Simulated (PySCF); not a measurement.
All values below come from B3LYP-D3(BJ)/def2-TZVP // B3LYP-D3(BJ)/def2-SVP (PySCF). Isolated molecules, 0 K electronic values unless said otherwise. One relaxed conformer stands for a flexible species; it need not be the lowest. B3LYP has the VWN-RPA correlation part, as in Gaussian. Excitations are Tamm–Dancoff values on a coarser integration grid. The basis has no diffuse functions, so Rydberg states are missing or too high.

Reference species (SMILES): `[Ge]([O]C)([O]C)([O]C)[O]C` (neutral, multiplicity 1).

```yaml
T1 excitation (TDA): 6.14 eV
HOMO–LUMO gap: 7.67 eV
HOMO: -7.81 eV
```

Changed species: `C[O][Ge]([CH3])([CH3])[O]C` (C–O–Ge–O torsion -55°, O–Ge–O–C torsion 169°) (2 of 4 CH3 replaced by OCH3; the reference has 4 of 4 CH3 replaced by OCH3).

What does the change do to the T1 excitation (TDA), HOMO–LUMO gap and HOMO?

the T1 excitation (TDA) increases by 0.24 eV, to 6.38 eV; the HOMO–LUMO gap drops by 0.10 eV, to 7.57 eV; the HOMO rises by 0.61 eV, to -7.20 eV.
